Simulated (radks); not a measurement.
Values are calculated unless marked as measured or tabulated.
Radial electron density D(r) = 4 pi r^2 rho(r) of an atom or ion with 5 electrons. Code: a radial shooting solver on a logarithmic mesh with Libxc functionals. Model: Dirac Kohn-Sham, LDA (Slater exchange, Perdew-Wang correlation), spin-unpolarised, spherical densities, finite nucleus; Fermi nuclear charge, rms radius of each element as measured or else 0.836 A^(1/3) + 0.57 fm.

| r (bohr) | D(r) (e/bohr) |
|---|---|
| 0.002541 | 0.7423 |
| 0.002797 | 0.8858 |
| 0.003079 | 1.056 |
| 0.003389 | 1.257 |
| 0.003731 | 1.493 |
| 0.004107 | 1.772 |
| 0.004521 | 2.098 |
| 0.004976 | 2.480 |
| 0.005477 | 2.925 |
| 0.006078 | 3.487 |
| 0.00669 | 4.091 |
| 0.007364 | 4.784 |
| 0.008106 | 5.577 |
| 0.008923 | 6.478 |
| 0.009822 | 7.495 |
| 0.01081 | 8.633 |
| 0.0119 | 9.897 |
| 0.0131 | 11.29 |
| 0.01442 | 12.79 |
| 0.01587 | 14.41 |
| 0.01747 | 16.12 |
| 0.01923 | 17.89 |
| 0.02117 | 19.69 |
| 0.0233 | 21.46 |
| 0.02565 | 23.15 |
| 0.02824 | 24.69 |
| 0.03108 | 26.00 |
| 0.03421 | 27.01 |
| 0.03766 | 27.63 |
| 0.04146 | 27.80 |
| 0.046 | 27.42 |
| 0.05063 | 26.52 |
| 0.05574 | 25.11 |
| 0.06135 | 23.26 |
| 0.06753 | 21.06 |
| 0.07434 | 18.67 |
| 0.08183 | 16.26 |
| 0.09007 | 14.03 |
| 0.09915 | 12.16 |
| 0.1091 | 10.80 |
| 0.1201 | 10.03 |
| 0.1322 | 9.857 |
| 0.1456 | 10.19 |
| 0.1602 | 10.85 |
| 0.1764 | 11.60 |
| 0.1942 | 12.21 |
| 0.2137 | 12.43 |
| 0.2352 | 12.13 |
| 0.259 | 11.25 |
| 0.285 | 9.864 |
| 0.3138 | 8.129 |
| 0.3482 | 6.112 |
| 0.3832 | 4.353 |
| 0.4218 | 2.864 |
| 0.4643 | 1.729 |
| 0.5111 | 0.9497 |
| 0.5626 | 0.4709 |
| 0.6193 | 0.2088 |
| 0.6817 | 0.08189 |
| 0.7504 | 0.02808 |
| 0.826 | 0.008315 |
| 0.9093 | 0.002095 |

What is the nuclear charge?

Answer. Z = 24. The innermost maximum, from 1s, lies near gamma/Z bohr with gamma = sqrt(1 - (Z/c)^2) = 0.985, here 0.041 bohr (found: 0.0408), and its height grows with Z. The density is that of the chromium ion Cr19+ in [He] 2s2 2p1; the configuration itself is not fixed sharply by these data, and Z only to about a unit. D(r) has 2 maxima, at r = 0.0408, 0.214 bohr, and minima at 0.130 bohr, inside which lie 2.19 electrons.
